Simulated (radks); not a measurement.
Results of a calculation; reference values are marked as such.
Question: Ionisation of the tellurium ion Te3+, [Kr] 4d10 5s2 5p1, to Te4+, [Kr] 4d10 5s2, under several functionals. Dirac Kohn-Sham, spin-unpolarised, spherical densities, point nucleus; open shells fill j = l - 1/2 first; a radial shooting solver on a logarithmic mesh with Libxc functionals. The NIST Atomic Spectra Database gives 37.416 eV (measured). Rank these functionals by the error of their Delta-SCF ionisation energy: AM05; LDA (Slater exchange, Perdew-Wang correlation); HCTH/407; BP86; exchange-only LDA; B86b exchange with PBE correlation; PW91.

Answer: From best to worst: HCTH/407 37.415 eV (-0.001); PW91 37.449 eV (+0.033); B86b exchange with PBE correlation 37.374 eV (-0.041); AM05 37.355 eV (-0.060); BP86 37.529 eV (+0.114); LDA (Slater exchange, Perdew-Wang correlation) 37.777 eV (+0.361); exchange-only LDA 36.443 eV (-0.972). Spin polarisation and multiplet splitting are left out, so open shells lie too high by an amount that depends on their filling.

Beside tabulated values, note that spin-unpolarised runs miss the spin-polarisation part of the exchange energy of open shells.
